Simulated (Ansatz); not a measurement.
`[SiH3][GeH2][SiH2]Cl` + CH₃SH → `CS[SiH3]` + `Cl[SiH2][GeH3]` at 298.15 K and 1 bar (cleavage of the Si–Ge bond).

Computed with Ansatz on PBE0-D4/def2-TZVP structures; ΔE is electronic, products minus reactants. CBS: MP2 limit from def2 TZ/QZ plus the TZ coupled-cluster correction, frozen cores. This one scheme is used for every species. For Ge outer-core shells are correlated without core-valence functions, which leaves a few kJ/mol of doubt a bond. Scalar relativity is left out up to krypton. Each species was taken in one conformer, which may not be the lowest.

```json
{"species": "`[SiH3][GeH2][SiH2]Cl`", "CCSD(T)/CBS energy (Eh)": "-3118.30397", "H − E (kJ/mol)": "181.4", "S (J/(mol·K))": "401.8"}
{"species": "CH₃SH", "CCSD(T)/CBS energy (Eh)": "-438.22835", "H − E (kJ/mol)": "133.0", "S (J/(mol·K))": "253.2"}
{"species": "`CS[SiH3]`", "CCSD(T)/CBS energy (Eh)": "-728.52947", "H − E (kJ/mol)": "184.9", "S (J/(mol·K))": "312.0"}
{"species": "`Cl[SiH2][GeH3]`", "CCSD(T)/CBS energy (Eh)": "-2828.01436", "H − E (kJ/mol)": "128.5", "S (J/(mol·K))": "336.0"}
```

H − E and S are ideal-gas, rigid-rotor, harmonic terms from PBE0-D4/def2-TZVP, for one conformer and one mirror image of each species. 1 Eh = 2625.50 kJ/mol, R = 8.31446 J/(mol·K).

Question: By hand: ΔE, ΔH, ΔS and ΔG.

Answer: ΔE = (-728.52947) + (-2828.01436) − (-3118.30397) − (-438.22835) = -0.01151 Eh = -30.2 kJ/mol. Δ(H − E) = 184.9 + 128.5 − 181.4 − 133.0 = -1.0, so ΔH = -31.2 kJ/mol. ΔS = 312.0 + 336.0 − 401.8 − 253.2 = -7.0 J/(mol·K). ΔG = -31.2 − 298.15 × (-7.0)/1000 = -29.1 kJ/mol.

Question: By hand: the equilibrium constant, and the temperature at which ΔG would vanish if ΔH and ΔS stayed fixed.

Answer: log₁₀ K = −ΔG/(RT ln 10) = 5.1. ΔG = 0 at ΔH/ΔS = 4457 K, far beyond where these terms or the molecules hold.

The number of gas molecules stays the same, so ΔS is small and ΔH decides. A doubt of 5 kJ/mol in ΔE shifts log₁₀ K by 0.9 here. Other conformers and mirror images would add mixing entropy, several J/(mol·K) or more a flexible species. Modes under 60 cm⁻¹, often nearly free rotors, make the harmonic entropy too high. These are equilibria of isolated gas molecules and say nothing of rates. Largest T1 diagnostic: 0.011 (customary marks: 0.02 for closed shells, 0.045 for open ones).
